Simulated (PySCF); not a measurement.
NMR data simulated for an unnamed compound:

$^{1}$H NMR (400 MHz, computed): δ 7.42 (br, 2H), 6.97 (qd, J = 9.1, 1.1 Hz, 1H), 6.36 (d of sept, J = 2.2, 1.1 Hz, 1H), 5.49 (oct of d, J = 1.6, 1.1 Hz, 1H), 2.41 (dt, J = 9.1, 1.2 Hz, 3H), 1.90 (t, J = 1.5 Hz, 3H).

$^{13}$C{$^{1}$H} NMR (computed): δ 164.9 (CH), 151.3 (C), 150.5 (C), 124.4 (CH2), 22.7 (CH3), 21.7 (CH3).

- geometry: PBE0-D3(BJ)/def2-SVP
- B3LYP/pcJ-1 coupling constants (spin–dipole term only in couplings to heteroatoms)
- shielding tensors at PBE0/pcSseg-1 (GIAO)
- run in PySCF 2.14.0 with density-fitted response routines
- non-relativistic, in vacuum, one conformer, equivalent nuclei averaged

References, each an isolated molecule treated in the same way: TMS for $^{1}$H (σref 31.27) and $^{13}$C (σref 184.41).

Question: Which of these does the molecule contain: a Si–CH3 group, a nitrile, a non-aromatic C=C double bond, a three-membered ring?

Answer: 
- A Si–CH3 group: no.
- A nitrile: no.
- A non-aromatic C=C double bond: yes.
- A three-membered ring: no.

The data belong to SMILES CC(/C(B)=C/C)=C, C6H11B; they needn't prove each group on their own.

Carbon signals by region: 1 in the far downfield region (above 160 ppm), 3 in the sp2 and nitrile region (100–160 ppm), 2 below 50 ppm. Above 160 ppm: 164.9, alkene CH.

Hydrogens on boron are broadened and split by $^{11}$B (spin 3/2, 80 %) and 10B (spin 3). A carbon bonded to boron is broadened by the quadrupolar boron nucleus and is often missing from a measured spectrum. Splittings below 1 Hz are ignored in the labels, and close J values are merged. Unscaled 3J(H,H) at this level run about 10 % above measured values. Shifts are as computed. Against solution values, carbons near 30 ppm lie about +2 ppm off and those near 130 ppm about +5 ppm. Of 1309 compounds with measured shifts, 239 miss one by over three times the rms of a fit or turn the order of signals round; such compounds aren't used in these exercises.
